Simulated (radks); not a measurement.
Task: Coherent X-ray form factor from a spherical all-electron density. Method: scalar-relativistic Kohn-Sham, r2SCAN, spin-polarised, spherical densities, finite nucleus; meta-GGA in the generalised Kohn-Sham scheme; Fermi nuclear charge, rms radius of each element as measured or else 0.836 A^(1/3) + 0.57 fm; computed with a radial shooting solver on a logarithmic mesh with Libxc functionals.

| sin(theta)/lambda (1/angstrom) | f0 (electrons) |
|---|---|
| 0.05 | 18.469 |
| 0.1 | 17.218 |
| 0.15 | 15.776 |
| 0.2 | 14.352 |
| 0.25 | 12.985 |
| 0.3 | 11.714 |
| 0.4 | 9.649 |
| 0.5 | 8.272 |
| 0.6 | 7.387 |
| 0.8 | 6.222 |
| 1 | 5.205 |
| 1.25 | 4.005 |
| 1.5 | 3.038 |
| 2 | 1.910 |

The species is in the configuration that NIST lists as its ground one. Which atom or ion scatters so?

Result: The calcium ion Ca+, [Ar] 4s(up 0.625, down 0.375). Extrapolating in s^2 from the first two rows gives f0(0) = 18.9, near the electron count 19; among species with that count, the fall with angle is slower the higher Z, and the table is that of Z = 20; from so few rows the species is fixed only to a neighbour or two.
